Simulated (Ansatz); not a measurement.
Relaxation of ClGaH$_{4}$N$_{2}$ (8 atoms, charge 0, multiplicity 1), to a largest force component of 0.02 eV/Å in at most 40 steps.

The calculation used Ansatz, RHF/def2-SVP.

```xyz
8
Properties=species:S:1:pos:R:3:forces:R:3
Ga 0.000 0.000 0.000 -1.19 -0.02 0.90
N 0.000 0.000 1.930 0.27 0.01 -0.93
H -0.877 -0.271 2.460 2.40 0.87 -0.89
H 0.877 0.271 2.460 -2.42 -0.91 -0.81
Cl 1.940 0.000 -1.120 -1.02 0.11 0.69
N -1.671 0.000 -0.965 0.50 -0.03 0.29
H -2.340 -0.816 -0.866 1.28 2.34 -0.58
H -1.920 0.816 -1.594 0.19 -2.37 1.33
```

Problem. Where does it end, and by what steps?

Solution. It converged. After 7 steps the energy has fallen by 1.081 eV; H8 moved furthest, 0.87 Å.

```json
{"step": "0", "energy less start (eV)": "0.0000", "largest force component (eV/Å)": "2.420", "accepted": "yes"}
{"step": "1", "energy less start (eV)": "-0.7994", "largest force component (eV/Å)": "1.185", "accepted": "yes"}
{"step": "2", "energy less start (eV)": "-0.9268", "largest force component (eV/Å)": "1.446", "accepted": "yes"}
{"step": "3", "energy less start (eV)": "-0.9877", "largest force component (eV/Å)": "0.569", "accepted": "yes"}
{"step": "4", "energy less start (eV)": "-1.0627", "largest force component (eV/Å)": "0.221", "accepted": "yes"}
{"step": "5", "energy less start (eV)": "-1.0792", "largest force component (eV/Å)": "0.057", "accepted": "yes"}
{"step": "6", "energy less start (eV)": "-1.0802", "largest force component (eV/Å)": "0.040", "accepted": "yes"}
{"step": "7", "energy less start (eV)": "-1.0806", "largest force component (eV/Å)": "0.002", "accepted": "yes"}
```

```xyz
8
Properties=species:S:1:pos:R:3
Ga -0.090 0.075 0.054
N -0.001 -0.088 1.848
H -0.785 -0.247 2.449
H 0.854 -0.027 2.363
Cl 1.766 0.416 -1.009
N -1.602 -0.022 -0.926
H -2.516 -0.180 -0.554
H -1.618 0.073 -1.921
```

Time of the run: 22 s on 1 thread of Arm Neoverse V1, with other jobs on the host, peak memory 0.2 GiB.
